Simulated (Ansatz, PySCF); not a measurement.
This triplet is an excited state, 2.60 eV above the relaxed singlet at the level frozen-core CCSD(T)/cc-pVTZ // PBE0-D3(BJ)/def2-TZVP (Ansatz, a program for electronic structure).

Cartesian coordinates (Å):
SMILES: N[Si]O
```xyz
6

N      1.0838     0.2632     0.1015
Si    -0.2996    -0.7116    -0.1854
O     -1.8307    -0.0930     0.0023
H      1.6590     0.1201     0.9166
H      1.6072     0.6547    -0.6658
H     -2.2196    -0.2333     0.8689
```
Charge 0, spin multiplicity 3.

Question: Predict the highest occupied spin orbital, total energy and dipole moment from PBE-D3(BJ)/def2-TZVP // PBE0-D3(BJ)/def2-TZVP in PySCF.

Answer: 
The highest occupied spin orbital comes out as -3.43 eV. The total energy is -421.0113 Ha and the dipole moment is 1.95 D.
